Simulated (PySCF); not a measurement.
Species: `Cc1[pH]cc(F)c1[SiH3]`. The columns A, B, C and D hold Mulliken, IAO, Hirshfeld and ESP-fitted charges (e) of one PBE0/pcSseg-1 density (PySCF), in a shuffled order. Coordinates in Å (GFN2-xTB); the density's dipole moment is (-0.51, 1.36, -1.26) D.

| atom | x | y | z | A | B | C | D |
| --- | --- | --- | --- | --- | --- | --- | --- |
| C1 | -0.791 | 1.799 | -0.769 | -0.424 | -0.118 | -0.501 | -0.138 |
| C2 | 0.180 | 0.813 | -0.219 | -0.143 | -0.026 | +0.064 | -0.587 |
| P3 | 1.948 | 1.248 | -0.029 | +0.404 | +0.133 | -0.091 | +0.477 |
| C4 | 2.286 | -0.431 | 0.527 | -0.444 | -0.148 | -0.316 | -0.439 |
| C5 | 1.126 | -1.087 | 0.686 | +0.292 | +0.075 | +0.124 | +0.354 |
| F6 | 1.053 | -2.338 | 1.178 | -0.266 | -0.074 | -0.147 | -0.275 |
| C7 | -0.087 | -0.421 | 0.268 | -0.327 | -0.123 | -0.056 | -0.324 |
| Si8 | -1.734 | -1.333 | 0.390 | +0.596 | +0.305 | +0.350 | +0.563 |
| H9 | -0.492 | 2.110 | -1.770 | +0.156 | +0.049 | +0.175 | +0.130 |
| H10 | -0.812 | 2.692 | -0.143 | +0.162 | +0.050 | +0.175 | +0.140 |
| H11 | -1.792 | 1.377 | -0.817 | +0.152 | +0.046 | +0.140 | +0.127 |
| H12 | 2.272 | 1.054 | -1.375 | +0.002 | +0.001 | +0.116 | +0.091 |
| H13 | 3.256 | -0.798 | 0.809 | +0.175 | +0.050 | +0.212 | +0.123 |
| H14 | -1.721 | -2.153 | 1.598 | -0.102 | -0.072 | -0.066 | -0.072 |
| H15 | -1.873 | -2.161 | -0.811 | -0.114 | -0.074 | -0.093 | -0.070 |
| H16 | -2.827 | -0.360 | 0.466 | -0.119 | -0.073 | -0.086 | -0.101 |

Question: Which column most likely holds the ESP-fitted charges?

Answer: C. Σ q r misses the density's dipole by 0.07 D (C), 0.85 D (B), 2.52 D (A), 2.95 D (D). Charges fitted to the outside potential are the only set here that is tied to the molecule's multipoles.

Question: And the Hirshfeld charges?

Answer: B. The mean sizes are 0.089 e (B), 0.169 e (C), 0.242 e (A), 0.251 e (D), and Hirshfeld charges are commonly the smallest of these schemes.

As computed, A = IAO, B = Hirshfeld, C = ESP-fitted, D = Mulliken. Hydrogens on carbon: IAO +0.15 to +0.18, Hirshfeld +0.05 to +0.05, ESP-fitted +0.14 to +0.21, Mulliken +0.12 to +0.14 e.

The Hirshfeld scheme divides the density at each point in proportion to the densities of the neutral, spherically averaged free atoms. The Mulliken scheme gives each basis function's population to the atom it is centred on and halves the overlap population of two atoms between them.

Isolated species at its GFN2-xTB geometry, gas phase. GFN2-xTB frequencies show an imaginary mode (52i cm⁻¹), so this geometry is no minimum at that level.
